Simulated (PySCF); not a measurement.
## A single-point calculation

Pb(CH3)2 (singlet). PySCF 2.14.0, RKS PBE0, Pb def2-SVP with ECP60, C def2-SVP, H def2-SVP; non-relativistic Hamiltonian with scalar-relativistic core potentials where named; density fitting; no spin-orbit coupling. Purpose: singlet excitations, Tamm-Dancoff PBE0.

```python
mol = gto.M(atom='''
Pb     0.00000     0.00000    -0.79174
C      1.64125    -0.00000     0.83856
H      2.66011    -0.00000     0.42316
H      1.50883     0.88888     1.47927
H      1.50883    -0.88888     1.47927
C     -1.64125     0.00000     0.83856
H     -2.66011     0.00000     0.42316
H     -1.50883    -0.88888     1.47927
H     -1.50883     0.88888     1.47927''',
    basis={'Pb': 'def2-SVP', 'C': 'def2-SVP', 'H': 'def2-SVP'},
    ecp={'Pb': 'def2-SVP'},
    charge=0, spin=0)
mf = dft.RKS(mol, xc='PBE0')
mf.grids.atom_grid = (50, 194)
mf = mf.density_fit()  # fitting sets: Pb def2-universal-JKFIT, C def2-universal-JKFIT, H def2-universal-JKFIT
mf.conv_tol = 1e-08; mf.max_cycle = 55
mf.kernel(dm0)  # dm0: converged density of the relaxed state
td = mf.TDA(); td.nstates = 8; td.kernel()
```

Run from Python with OMP_NUM_THREADS=2; the lines above give its settings. Where DIIS fails, smearing, a level shift and second-order steps follow.
It took 22 s on 2 threads of Intel(R) Xeon(R) 6975P-C (Granite Rapids), on a shared host, from an already converged density.

Question: Where do the frontier levels lie, over both spins?

Answer: HOMO -5.96 eV, LUMO -2.24 eV. 

Question: What are the Mulliken charges and spins?

Answer: 
```
atom  charge (e)  spin (e)
 Pb1       0.475     0.000
  C2      -0.429     0.000
  H3       0.064     0.000
  H4       0.064     0.000
  H5       0.064     0.000
  C6      -0.429     0.000
  H7       0.064     0.000
  H8       0.064     0.000
  H9       0.064     0.000
```

Question: Which singlet excitations follow (Tamm-Dancoff, 8 states)?

Answer: 
| state | eV | oscillator strength |
| --- | --- | --- |
| 1 | 2.53 | 0.0187 |
| 2 | 3.25 | 0.0000 |
| 3 | 5.89 | 0.2086 |
| 4 | 6.24 | 0.0694 |
| 5 | 6.86 | 0.2214 |
| 6 | 6.98 | 0.0000 |
| 7 | 6.99 | 0.0025 |
| 8 | 7.27 | 0.0115 |
Functionals without range separation put charge-transfer states too low; the basis has no diffuse functions.

The geometry was relaxed with r2SCAN (Pb def2-SVP with ECP60, C def2-SVP, H def2-SVP).
